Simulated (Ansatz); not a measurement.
Dimethylphenylsulfonium dicyanamide (C₁₀H₁₁N₃S). Charge 0, multiplicity 3. Geometry PBE-D4/def2-SVP, that of the neutral singlet; atoms count from 1.

```xyz
25

C     1.4455    0.2630    1.8488
S    -0.2955    0.2046    1.3247
C    -0.8308   -1.2869    2.2638
C    -0.2540   -0.4461   -0.3460
C    -1.1896    0.0964   -1.2424
C    -1.1944   -0.3638   -2.5680
C    -0.2843   -1.3475   -2.9793
C     0.6453   -1.8806   -2.0682
C     0.6687   -1.4320   -0.7420
H     1.9716    0.8139    1.0486
H     1.4529    0.8730    2.7722
H     1.8408   -0.7564    2.0071
H    -0.7699   -1.0282    3.3384
H    -1.8835   -1.4765    1.9841
H    -0.1999   -2.1637    2.0259
H    -1.8763    0.8971   -0.9366
H    -1.9025    0.0801   -3.2824
H    -0.2879   -1.6972   -4.0226
H     1.3651   -2.6464   -2.3941
H     1.4065   -1.8437   -0.0378
N     0.4656    3.3251    2.6748
C     0.4078    3.0882    1.5123
N     0.4571    2.5909    0.2914
C    -0.2700    2.9737   -0.7385
N    -0.8884    3.1631   -1.7342
```

In the triplet geometry the species has come apart into loosely held pieces. At PBE0-D4/def2-SVP a singlet of charge 0 lies 3.67 eV below the triplet at the same geometry.

Question: Estimate the Mulliken populations from the PBE0/def2-SVP orbitals of Ansatz.

Answer: 
| atom | charge (e) | spin (α − β) |
| --- | --- | --- |
| C1 | -0.16 | 0.03 |
| S2 | 0.10 | 0.07 |
| C3 | -0.15 | 0.05 |
| C4 | -0.18 | 0.29 |
| C5 | 0.04 | -0.07 |
| C6 | -0.03 | 0.32 |
| C7 | -0.05 | 0.48 |
| C8 | -0.02 | -0.24 |
| C9 | -0.03 | 0.53 |
| H10 | 0.14 | 0.00 |
| H11 | 0.13 | 0.00 |
| H12 | 0.10 | 0.00 |
| H13 | 0.10 | 0.01 |
| H14 | 0.11 | 0.00 |
| H15 | 0.10 | 0.00 |
| H16 | 0.04 | 0.00 |
| H17 | 0.04 | -0.02 |
| H18 | 0.02 | -0.03 |
| H19 | 0.03 | 0.01 |
| H20 | 0.00 | -0.03 |
| N21 | -0.05 | 0.25 |
| C22 | 0.00 | -0.12 |
| N23 | -0.29 | 0.30 |
| C24 | -0.01 | -0.12 |
| N25 | -0.01 | 0.28 |
Mulliken values depend strongly on the basis.

Question: Where does the spin sit?

Answer: Summed by element: C 1.15, S 0.07, H -0.05, N 0.83, of 2 unpaired in all. Largest on single atoms: C9 0.53, C7 0.48, C6 0.32.

Question: And the Mayer bond orders between heavy atoms (over 0.3)?

Answer: C1–S2 0.89 (1.82 Å); S2–C3 0.85 (1.84 Å); S2–C4 1.05 (1.79 Å); C4–C5 1.30 (1.40 Å); C4–C9 1.05 (1.41 Å); C5–C6 1.51 (1.40 Å); C6–C7 1.07 (1.40 Å); C7–C8 1.41 (1.41 Å); C8–C9 1.40 (1.40 Å); N21–C22 2.73 (1.19 Å); C22–N23 1.29 (1.32 Å); N23–C24 1.35 (1.32 Å); C24–N25 2.70 (1.19 Å).
